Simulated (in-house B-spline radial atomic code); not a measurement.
# BP86 excitations of Si⁴⁺

Method: BP86. Computed with an all-electron radial atomic-structure program (B-spline basis): linear response of the closed shell [He] 2s2 2p6 with the functional's adiabatic kernel; scalar-relativistic (spin-free one-electron X2C), finite nucleus, no spin-orbit coupling, no double excitations, S, P, D and F terms only. Only terms of natural parity with L up to 3 were computed.

Command:
```bash
python run_td.py task.json out
```
Settings (radii: box in bohr, nucleus in fm):
```
Z                        14
electrons                10
configuration            [He] 2s2 2p6
hamiltonian              x2c
method                   b88,p86
box_radius               19.1
rms_radius               3.1224
intervals                73
```

Cost of the run: 0.2 s on 1 thread of Intel(R) Xeon(R) Platinum 8559C (Emerald Rapids), on a shared host.

The lowest states, in the order of their Tamm-Dancoff energies; the method's threshold (minus the highest occupied level) is 148.64 eV. Labels give the largest channel, * marks a mixed state, and oscillator strengths are full-response dipole values. Semilocal kernels can invert the small singlet-triplet splittings of Rydberg terms. Energies in eV:

```tsv
state	full response	Tamm-Dancoff	oscillator strength
2p → 3s 3P	98.53	98.54	-
2p → 3s 1P	99.38	99.40	0.202
2p → 3p 3S	107.07	107.10	-
2p → 3p 3D	?	?	-
2p → 3p 1D	108.26	108.26	-
2p → 3p 1S	112.57	112.95	-
2p → 3d 3P	119.57	119.58	-
2p → 3d 3F	119.59	119.60	-
2p → 3d 1F	119.83	119.83	-
2p → 3d 1P	121.11	121.17	0.792
2p → 4s 3P	125.96	125.97	-
2p → 4s 1P	?	?	?
2p → 4p 3S	128.90	128.91	-
2p → 4p 3D	129.08	129.08	-
2p → 4p 1D	129.26	129.26	-
2p → 4p 1S	130.62	130.74	-
2p → 4d 3P	133.19	133.19	-
2p → 4d 3F	133.20	133.21	-
2p → 4d 1F	133.32	133.32	-
2p → 4d 1P	133.89	133.91	0.315
2p → 4f 1D	134.31	134.31	-
2p → 4f 3D	134.32	134.32	-
```

**Question.** Where does 2p → 3p 3D lie?

**Answer.** At 107.67 eV in full response, 107.68 eV in Tamm-Dancoff.

**Question.** Where does 2p → 4s 1P lie?

**Answer.** At 126.20 eV in full response, 126.20 eV in Tamm-Dancoff, oscillator strength 0.0333.

**Question.** How large is the singlet-triplet splitting of 2p → 3s (P terms) in Tamm-Dancoff?

**Answer.** 0.862 eV, from the unrounded values.

**Question.** What polarisabilities and dispersion coefficient does the method give?

**Answer.** Dipole 0.1704 bohr³, quadrupole 0.1117 bohr⁵, C6 0.127 hartree·bohr⁶ for two such species.
